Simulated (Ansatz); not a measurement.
A structure relaxed at PBE0/def2-SVPD in Ansatz, charge -1, singlet:

```xyz
5

Na    2.671    3.103    0.882
Na    0.918   -1.651   -2.792
Na   -1.688   -1.951   -0.549
Na    0.558    0.644    0.173
Na   -2.460   -0.145    2.286
```

Q: Give its formula and point group.

A: Na₅⁻. Point group C2v (tolerance 0.1 Å).

Q: Summarise the bond lengths by kind (pairs closer than 1.2 times the sum of covalent radii, bridged metal pairs left out).

A: 6 × Na–Na 3.32 to 3.77 Å.

The restricted singlet is unstable towards broken spin symmetry in Hartree–Fock (as tested in another run); at PBE0/def2-SVPD this wasn't settled. Another isomer (singlet) lies 0.08 eV lower at PBE0/def2-TZVPD; other spin states weren't run for this one.
